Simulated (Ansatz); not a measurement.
One change: `[NH2][Nb](=[O])([OH])[OH]` becomes `[NH2][Nb](=[O])([OH])[F]`.

Ansatz, PBE0-D4/def2-TZVP geometries, multiplicity 1. Each molecule was computed in one conformer, which needn't be the lowest.

Elements past krypton have def2 core potentials.

```tsv
property	`[NH2][Nb](=[O])([OH])[OH]`
LUMO energy (PBE/def2-TZVPP) / eV	-1.59
LUMO energy (B3LYP/def2-TZVPP) / eV	-1.02
HOMO–LUMO gap (PBE/def2-TZVPP) / eV	5.02
HOMO–LUMO gap (ωB97M-V/def2-TZVPP) / eV	10.85
HOMO–LUMO gap (PBE0/def2-TZVPP) / eV	7.31
size of the dipole moment (B3LYP/def2-TZVPP) / D	5.48
```

Task: What does the change do to each property? (Best estimate.)

Result: Computed: 
```csv
property,`[NH2][Nb](=[O])([OH])[F]`,shift
LUMO energy (PBE/def2-TZVPP) / eV,-2.02,-0.43
LUMO energy (B3LYP/def2-TZVPP) / eV,-1.43,-0.41
HOMO–LUMO gap (PBE/def2-TZVPP) / eV,4.81,-0.21
HOMO–LUMO gap (ωB97M-V/def2-TZVPP) / eV,11.33,0.48
HOMO–LUMO gap (PBE0/def2-TZVPP) / eV,7.13,-0.18
size of the dipole moment (B3LYP/def2-TZVPP) / D,3.03,-2.45
```

With PBE0 the HOMO falls by 0.24 eV and the LUMO falls by 0.41 eV, so the gap narrows by about 0.17 eV. PBE moves the HOMO by -0.22 eV and ωB97M-V by -0.25 eV. Dipoles are sizes alone; their direction can turn.

B3LYP here is the variant with VWN-RPA as its local correlation; programs differ in this.
